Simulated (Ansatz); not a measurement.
CH₈AlNSi, SMILES `[CH3][Al]([NH2])[SiH3]`. Total charge 0; spin multiplicity 1.

Cartesian coordinates in Å:
```
C -1.656 1.075 0.488
Al -0.242 -0.070 -0.218
N -0.554 -1.064 -1.650
Si 2.008 -0.249 0.751
H -1.350 2.126 0.487
H -2.581 0.996 -0.088
H -1.887 0.820 1.527
H 0.121 -1.678 -2.077
H -1.425 -1.102 -2.156
H 1.970 -0.739 2.160
H 2.708 1.070 0.786
H 2.887 -1.185 -0.010
```

(1) List the harmonic frequencies (cm⁻¹, unscaled) at PBE0-D4/def2-TZVP in Ansatz. (An estimate is asked.)

(2) Is this a minimum?

(3) Give the ideal-gas thermochemistry at 298.15 K and 1 bar (rigid rotor, harmonic oscillator; point group Cs, symmetry number 1).

(4) Rotational constants (cm⁻¹)?

## Answers

(1) The calculation gave: 47, 53, 109, 164, 168, 362, 381, 439, 443, 459, 605, 633, 649, 726, 826, 872, 939, 941, 1218, 1439, 1443, 1568, 2188, 2192, 2196, 3036, 3112, 3126, 3600, 3692.

(2) Yes, all 30 modes are real.

(3) Zero-point energy 225.1 kJ/mol; H(298) − E = 250.4 kJ/mol; entropy 381.1 J/(mol·K), of which translation 164.9, rotation 113.3, vibration 103.0; G(298) − E = 136.8 kJ/mol. Modes under 100 cm⁻¹ are hindered rotations or soft bends, so the harmonic entropy is rough.

(4) 0.1778, 0.08083, 0.05723.
